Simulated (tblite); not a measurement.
A tight-binding relaxation on `C=C(C)P1CCC(=O)CC1`.

Computed with GFN2-xTB geometry optimisation, gas phase (tblite 0.8.0). Start geometry: from a force field or distance geometry. The command runs a driver script over a list of jobs; the input below is this job's line of settings and its coordinates in Å.

Command:
```bash
OMP_NUM_THREADS=1 python probes_run.py task.json out
```

Input:
```
{"job": {"kind": "relax", "xc": "GFN2-xTB", "basis": "xTB"}, "charge": 0, "multiplicity": 1}
C      2.646600     1.387300    -0.404600
C      1.984200     0.235000    -0.228600
C      2.641300    -0.935300     0.483200
P      0.292000     0.071700    -0.965700
C     -0.632900     1.389400    -0.039400
C     -2.138900     1.197500    -0.209200
C     -2.579600    -0.128500     0.367300
O     -3.459200    -0.188700     1.228900
C     -1.944600    -1.390200    -0.200500
C     -0.441100    -1.362200    -0.023200
H      3.641900     1.535200    -0.025600
H      2.200000     2.222300    -0.942900
H      3.680600    -0.734700     0.718200
H      2.132000    -1.142900     1.425400
H      2.595300    -1.821400    -0.143300
H     -0.368100     1.365500     1.028600
H     -0.341800     2.374700    -0.436300
H     -2.663400     1.993300     0.323400
H     -2.445100     1.241100    -1.251100
H     -2.357500    -2.251000     0.334800
H     -2.247800    -1.466800    -1.249400
H     -0.200100    -1.275900     1.040100
H      0.001400    -2.288500    -0.385200
```

Output:
```
step      E/eV     max force
  0    -824.53385    2.016
  1    -824.55673    2.410
  2    -824.59564    0.263
  3    -824.60125    0.197
  4    -824.61123    0.171
  5    -824.61454    0.171
  6    -824.61998    0.179
  7    -824.62330    0.116
  8    -824.62549    0.100
  9    -824.62705    0.081
... (107 lines left out)
117    -824.67559    0.016
118    -824.67564    0.014
119    -824.67568    0.015
120    -824.67572    0.017
121    -824.67576    0.019
122    -824.67581    0.019
123    -824.67587    0.018
124    -824.67592    0.019
125    -824.67596    0.015
126    -824.67598    0.010
```

«max force» is the largest atomic force in eV/Å.

Task: From which step on does the largest force stay under 0.1 eV/Å, and how much energy is left to gain from there?

Result: From step 78 (0.052 eV/Å), 16.2 meV above the end.

Summary of the converged run: energy lowered by 3.3 kcal/mol over 126 steps; largest atomic force 0.010 eV/Å at the end.

Task: Give the final coordinates.

Result: 0.486 Å rms from the input after alignment:
```
atom  x, y, z in Å
C1     2.4265    1.3849    0.1944
C2     1.9447    0.1927   -0.1283
C3     2.7491   -1.0644    0.0168
P4     0.3214   -0.0446   -0.9501
C5    -0.6344    1.4073   -0.2867
C6    -2.1344    1.1512   -0.4567
C7    -2.5809   -0.0143    0.3961
O8    -3.3748    0.1037    1.2945
C9    -1.9360   -1.3361    0.0463
C10   -0.4194   -1.2751    0.2426
H11    3.4160    1.4937    0.6115
H12    1.8698    2.2961    0.0623
H13    3.7935   -0.8352    0.2171
H14    2.3676   -1.6706    0.8379
H15    2.6837   -1.6578   -0.8951
H16   -0.3928    1.5707    0.7672
H17   -0.3562    2.3003   -0.8515
H18   -2.7031    2.0374   -0.1663
H19   -2.3471    0.9237   -1.5047
H20   -2.3676   -2.1153    0.6791
H21   -2.1572   -1.5693   -0.9986
H22   -0.1816   -0.9912    1.2721
H23    0.0086   -2.2609    0.0449
```

Hardware: Arm Neoverse V2, one thread, no GPU, shared host with 96 logical CPUs at a one-minute load of 48. Cost: 0.98 s of wall time.
Labels such as C1 count atoms from 1, the log's own numbers from 0.
